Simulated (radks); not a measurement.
The numbers below are computed, except where a source is named.
Polarisability of the rhodium ion Rh3+, [Kr] 4d6, at imaginary frequency. Level of theory: scalar-relativistic Kohn-Sham, LB94 model potential, spin-polarised, spherical densities, finite nucleus; open shells are filled with parallel spins first (spin-orbit coupling, left out, can overturn this in heavy ions); Fermi nuclear charge, rms radius 4.4945 fm (a radial shooting solver on a logarithmic mesh with Libxc functionals). Response by self-consistent Sternheimer equations with the Hartree and adiabatic LDA kernel, the relativistic mass of each level held fixed and spin-orbit coupling left out.

w (hartree)  alpha1(iw) (bohr^3)
0.00266                    4.769
0.0143                     4.768
0.0360                     4.763
0.0697                     4.747
0.118                      4.707
0.186                      4.620
0.280                      4.451
0.413                      4.156
0.605                      3.696
0.892                      3.061
1.35                       2.283
2.12                       1.450
3.59                      0.7255
6.94                      0.2635
17.5                     0.06232

Static values: alpha1 = 4.769 bohr^3 (0.7067 angstrom^3; uncoupled 7.018). C6 = 22.09, triple-dipole C9 = 73.98 atomic units. One-pole (London) frequency 4 C6 / (3 alpha1^2) = 1.295 hartree, against 1.728 for minus the highest occupied eigenvalue.
